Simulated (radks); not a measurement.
Excited configurations of the tungsten ion W2+: one electron is placed in a higher orbital outside [Xe] 4f14 5d3. The ground configuration is [Xe] 4f14 5d4. All-electron calculation, scalar-relativistic Kohn-Sham, PBE, spin-polarised, spherical densities, finite nucleus; open shells are filled with parallel spins first (spin-orbit coupling, left out, can overturn this in heavy ions); Fermi nuclear charge, rms radius 5.3658 fm. Program: a radial shooting solver on a logarithmic mesh with Libxc functionals. Excitation = E - E(ground); binding = E(ion) - E, where the ion is the core of charge +3; n* = 3/sqrt(2 binding) in atomic units, and the quantum defect is n - n*.

outer orbital  excitation (eV)  binding (eV)     n*  quantum defect  eigenvalue (eV)  <r> (bohr)
5f                      17.994         8.444  3.808           1.192           -6.570       5.207
6s                       1.275        25.163  2.206           3.794          -21.374       2.695
6p                       8.226        18.212  2.593           3.407          -15.174       3.316
6d                      15.588        10.849  3.360           2.640           -8.987       4.956
6f                      20.728         5.710  4.631           1.369           -4.725       9.090
7s                      14.699        11.738  3.230           3.770          -10.141       5.473
7p                      16.921         9.516  3.587           3.413           -8.188       6.464
7d                      19.792         6.646  4.292           2.708           -5.643       8.732
7f                      22.433         4.005  5.530           1.470           -3.416       13.95

The Delta-SCF ionisation energy is 26.438 eV (NIST Atomic Spectra Database: 26.0 eV, semi-empirical). Self-interaction in the functional shifts the binding energies and quantum defects, so they are the method's values and not measured ones. Open shells are spherical and high-spin; term and fine-structure splittings are not resolved. Spin-orbit splitting is averaged out at the scalar-relativistic level.
